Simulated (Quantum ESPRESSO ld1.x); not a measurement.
Ru, configuration [Kr] 4d7 5s1. All-electron calculation, scalar-relativistic Kohn-Sham, exchange-only B88, spin-unpolarised, spherical densities, point nucleus. Program: ld1.x of Quantum ESPRESSO 7.5. Some entries of the table are withheld. Estimate them.

orbital,occ.,eigenvalue (eV),r(max) (bohr),<r> (bohr)
1s,2,-21940.8,0.02172,0.03344
2s,2,-3153.88,0.1229,0.1457
2p,6,(1),0.09822,0.1269
3s,2,-554.375,0.3616,(2)
3p,6,-446.279,0.3549,0.4031
3d,10,-272.256,0.3009,(3)
4s,2,-75.4977,0.9137,1.018
4p,6,-45.5244,0.9819,1.128
4d,7,-4.3587,1.214,1.722
5s,1,-3.6671,2.757,3.462
5p,0,(4),4.214,(5)
6s,0,-0.0474,11.92,16.75

Answer. 
(1) 2p eigenvalue (eV): -2824.86
(2) 3s <r> (bohr): 0.4028
(3) 3d <r> (bohr): 0.3842
(4) 5p eigenvalue (eV): -0.5651
(5) 5p <r> (bohr): 6.079
